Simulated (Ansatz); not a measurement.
Species: sum formula H5BSiO3, charge 0, multiplicity 1. 
Structure (B3LYP-D3(BJ)/def2-TZVP (Ansatz, a program for electronic structure) minimum search):
```
O
B 1 1.3589
O 2 1.3705 1 117.23
H 3 0.9598 2 115.93 1 180.00
O 2 1.3784 1 117.91 3 180.00
H 5 0.9599 2 116.65 1 -180.00
Si 1 1.6507 2 132.96 3 180.00
H 7 1.4772 1 106.69 2 -180.00
H 7 1.4802 8 109.65 1 -119.88
H 7 1.4802 8 109.65 9 -120.25
```
Charge 0, spin multiplicity 1.

Quantity: vertical ionisation energy (to the doublet state of charge +1; each state is the SCF solution reached for its spin; for the doublet T1 is 0.058), in eV. Correlated levels leave the core frozen unless marked. UHF or UKS for open shells. Spin-orbit coupling is left out. Non-relativistic. CBS(X,Y): correlation extrapolated as X^-3; Hartree-Fock from the larger set. [CCSD(T)-MP2]/basis is that difference in the basis named.

| level | program | vertical ionisation energy (eV) |
|---|---|---|
| HF/aug-cc-pV(D+d)Z | Ansatz | 10.77 |
| r2SCAN/def2-TZVPD | Ansatz | 10.70 |
| B3LYP/def2-TZVPD | Ansatz | 10.97 |
| PBE0/def2-TZVPD | Ansatz | 10.99 |
| wB97X-V/def2-TZVPD | Ansatz | 11.38 |
| B2PLYP/def2-TZVPD | Ansatz | 11.24 |
| MP2/aug-cc-pV(T+d)Z | Ansatz | 12.32 |
| SCS-MP2/aug-cc-pV(D+d)Z | Ansatz | 12.05 |
| CCSD(T)/aug-cc-pV(T+d)Z | Ansatz | 11.59 |
| RI-MP2/CBS(aug-cc-pV(T+d)Z,aug-cc-pV(Q+d)Z)+[CCSD(T)-MP2]/aug-cc-pV(T+d)Z | Ansatz | 11.71 |
